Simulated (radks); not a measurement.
Problem. All-electron atom: Kr XII in [Ne] 3s2 3p(1/2: 1, 3/2: 4) 3d(3/2: 4, 5/2: 4) (not the ground configuration). Method: Dirac Kohn-Sham, BLYP, spin-unpolarised, spherical densities, finite nucleus; Fermi nuclear charge, rms radius 4.1884 fm; computed with a radial shooting solver on a logarithmic mesh with Libxc functionals.

Spin-orbit splittings of the eigenvalues, e(l+1/2) - e(l-1/2), with zeta = 2 splitting/(2l+1) and mean radii in bohr:

shell  occ.  splitting (eV)  zeta (eV)  <r> j=l-1/2  <r> j=l+1/2
2p        6               ?          ?       0.1570       0.1610
3p        5           8.790      5.860       0.5084       0.5171
3d        8           1.580     0.6320       0.4964       0.4992

Estimate the 2p splitting.

Solution. 54.08 eV (zeta = 36.05 eV).
